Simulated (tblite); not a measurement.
Compound: C8H13NP (charge +1).
Numbering: `[CH3:1][C@@H:2]1[C@H:3]([CH3:4])[P@@H+:5]1[n:6]1[cH:7][cH:8][cH:9][cH:10]1` (hydrogens: H11, H12, H13 on C1; H14 on C2; H15 on C3; H16, H17, H18 on C4; H19 on P5; H20 on C7; H21 on C8; H22 on C9; H23 on C10)

The geometry is computed with GFN2-xTB (gas phase).

(1) What internal coordinates does the optimisation give?

## Answers

(1) 
| bond | length (Å) |
| --- | --- |
| C1–C2, C3–C4 | 1.507 |
| C2–C3 | 1.550 |
| P5–N6 | 1.648 |
| N6–C7, N6–C10 | 1.397 |
| C7–C8, C9–C10 | 1.352 |
| C8–C9 | 1.425 |
| C2–P5, C3–P5 | 1.813 |
| C1–H11 and 5 like bonds | 1.088 |
| C2–H14, C3–H15 | 1.087 |
| P5–H19 | 1.379 |
| C7–H20, C10–H23 | 1.073 |
| C8–H21, C9–H22 | 1.071 |

Bonds in one row agree within 0.01 Å and their mean is given. A selection of angles:
| angle | degrees |
| --- | --- |
| C1–C2–C3 | 120.5 |
| C1–C2–P5 | 120.0 |
| C3–C2–P5 | 64.7 |
| C2–C3–C4 | 120.6 |
| C4–C3–P5 | 120.7 |
| C3–P5–N6 | 117.5 |
| C2–P5–C3 | 50.6 |
| P5–N6–C7 | 125.9 |
| C7–N6–C10 | 107.8 |
| N6–C7–C8 | 108.2 |
| C7–C8–C9 | 107.9 |

Torsions: C1–C2–C3–C4 1° (synperiplanar); C2–C3–P5–N6 104° (anticlinal); C3–P5–N6–C7 64° (synclinal); C1–C2–P5–C3 112° (anticlinal).

P5 (phosphorus bonded to 2 C, N and H) has angles from 50.6° to 120.0°. The 6 C–C bonds span 1.352 Å (C9–C10, aromatic) to 1.550 Å (C2–C3, drawn single), a spread of 0.198 Å. C7 (aromatic CH next to a ring nitrogen) is planar (angles 131.3°, 120.5° and 108.2°, sum 360.0°, 0.00 Å off the plane of its three neighbours). The 5-membered ring N6–C7–C8–C9–C10 has internal angles of 107.8° to 108.2° (sum 540°, against 540° for a flat polygon); it is planar, 0.00 Å rms from its mean plane, widest ring torsion 1°. The 3-membered ring C2–C3–P5 has internal angles of 50.6° to 64.7°. C8 (aromatic CH carbon) is planar (angles 126.5°, 125.5° and 107.9°, sum 360.0°, 0.00 Å off the plane of its three neighbours). Of the pairs four or more bonds apart, H12···H18 is among the closest relative to their van der Waals radii: 2.36 Å, 98 % of the sum of Bondi's values.

Point group: near Cs, missed by 0.08 Å at most; the miss may be what the optimiser left on a soft mode. Its GFN2-xTB frequencies are all real (lowest 54 cm⁻¹).

One conformer stands for the species.
